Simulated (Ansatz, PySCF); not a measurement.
F2H2NOTa, multiplicity 1. Atoms are numbered in the order given.

```xyz
7

Ta     0.0120    -0.0050     0.0000
N     -0.0536    -1.7736     0.0000
H     -0.0574    -2.7869     0.0000
F      0.9103     0.5589     1.5740
F      0.9103     0.5589    -1.5740
O     -1.7732     0.6573     0.0000
H     -2.6462     0.2477     0.0000
```
Charge 0, spin multiplicity 1.

Geometry optimised at B3LYP-D3(BJ)/def2-SVP. The multiplicity is an assumed one; no other spin state was optimised. The structure was generated by enumeration; whether it is a known compound was not checked. The def2 effective core potentials stand for the cores of Ta; spin–orbit coupling is left out. Other conformers were not sampled.

Vertical ionisation energy (IE) and electron affinity (EA) in eV. Rows of orbital energies are one-electron estimates. Where ΔSCF, EOM or ADC give a negative EA the extra electron is unbound and the value depends on the basis.

```
level                                                                   IE     EA
-------------------------------------------------------------------  -----  -----
−ε(HOMO), −ε(LUMO), B3LYP/def2-TZVP (PySCF)                           7.94   1.04
−ε(HOMO), −ε(LUMO), PBE/def2-TZVP (PySCF)                              [?]    [?]
ΔSCF, PBE0/def2-SVPD (Ansatz), final states of multiplicity 2 and 2  10.43  -0.64
ΔSCF, PBE/def2-SVPD (Ansatz), final states of multiplicity 2 and 2   10.32  -0.50
```

Q: Complete the blanks. (The exact figures need the calculation; the answer reports its results.)

A: 
- −ε(HOMO), −ε(LUMO), PBE/def2-TZVP (PySCF), IE: 6.76
- −ε(HOMO), −ε(LUMO), PBE/def2-TZVP (PySCF), EA: 1.62

Q: What vertical singlet–triplet gap does ΔSCF give with PBE0/def2-SVPD (Ansatz, a program for electronic structure) and with PBE/def2-SVPD (Ansatz)? (Estimate from the structure and the level; the computed values follow.)

A: 4.87 and 5.18 eV (triplet above singlet where positive).
